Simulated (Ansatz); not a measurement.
Molecule: C₂H₅Cl₂Si, net charge 0, doublet state. It need not be the lowest isomer of its formula. SMILES: C[Si]([CH2])(Cl)Cl
Structure (B3LYP-D3(BJ)/def2-TZVP (Ansatz, a program for electronic structure) minimum search):
```xyz
10

C      1.4596    -1.4565     0.0710
Si    -0.0012    -0.3607     0.0408
C     -1.6087    -1.2585     0.2447
Cl     0.1901     1.0470     1.5463
Cl    -0.0206     0.6751    -1.7513
H      1.3757    -2.5299     0.1974
H      2.4686    -1.0772    -0.0362
H     -2.4438    -0.5582     0.2191
H     -1.6283    -1.7859     1.2003
H     -1.7408    -1.9844    -0.5599
```
Charge 0, spin multiplicity 2.

Parts of the frozen-core correlation energy in 6-31G (Ansatz, hartree). Frozen orbitals: 17; correlated occupied orbitals by spin: 16 and 15; virtual: 34 and 35. Open shells are spin-unrestricted. Spin-orbit coupling is left out. No relativistic terms.

```json
[
 {"term": "reference (HF)", "value": "-1286.48202"},
 {"term": "MP2 opposite-spin", "value": "[?]"},
 {"term": "MP2 same-spin", "value": "-0.06304"},
 {"term": "CCSD correlation", "value": "[?]"},
 {"term": "(T)", "value": "[?]"},
 {"term": "T1 diagnostic", "value": "0.010"},
 {"term": "largest doubles amplitude", "value": "0.026"},
 {"term": "<S^2> of the reference", "value": "0.761"}
]
```

Q: What belongs in the gaps?

A: 
- MP2 opposite-spin, value: -0.22494
- CCSD correlation, value: -0.33269
- (T), value: -0.00709
